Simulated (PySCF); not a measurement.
C4H10O2, charge +1, doublet, at a GFN2-xTB geometry (a state made from the parent by changing its charge; the spin is typed, not shown lowest). Base run: B3LYP/6-31G (PySCF).

The PySCF input:
```python
from pyscf import gto, scf, dft, solvent

mol = gto.M(
    atom='''
C     2.41380901    0.05171051   -0.34214478
O     1.31858145    0.77329177    0.14330769
C     0.13058013    0.70596588   -0.49069340
C    -0.79893146   -0.51123259    0.14278122
C    -2.01121668   -0.67647520   -0.73832560
O    -1.16305750   -0.18059531    1.40335013
H     3.30422362    0.66366058   -0.16594986
H     2.54817861   -0.86867546    0.24410781
H     2.32255188   -0.19580282   -1.40215568
H    -0.44139039    1.61249080   -0.27271736
H     0.20174438    0.49697897   -1.56297785
H    -0.11934821   -1.37791593    0.09089244
H    -2.66051379    0.19451155   -0.68285059
H    -1.74349421   -0.87628918   -1.77044620
H    -2.58937928   -1.52009453   -0.35428801
H    -0.47221014   -0.29024722    2.07341824
''',
    basis='6-31g',
    charge=1,
    spin=1,
    verbose=3,
)

mf = dft.UKS(mol)
mf.xc = 'b3lyp'
mf.kernel()
```

The base run was repeated with changes; each row names its change, and settings that it needs were set with it.

```tsv
change	ΔE vs base (kcal/mol)
base	0.000
model = IEF-PCM; solvent = dimethylsulfoxide	-60.34
model = IEF-PCM; solvent = 2-propanol; vdw_scale = 1.4	-50.18
model = IEF-PCM; solvent = 2-propanol	-58.28
model = IEF-PCM; solvent = toluene	-34.64
model = COSMO; solvent = 2-propanol	-57.01
model = IEF-PCM; solvent = 2-propanol; lebedev_order = 11	-57.75
model = IEF-PCM; solvent = 2-propanol; vdw_scale = 1.0	-72.8
model = IEF-PCM; solvent = 2-propanol; vdw_scale = 1.1	-64.4
```

The base is the gas phase, so ΔE is the electrostatic part of solvation at a fixed geometry, without cavity and dispersion terms.

Open shells are given as the SCF converged; they aren't shown to be the lowest states, and a large step between rows can be another state.
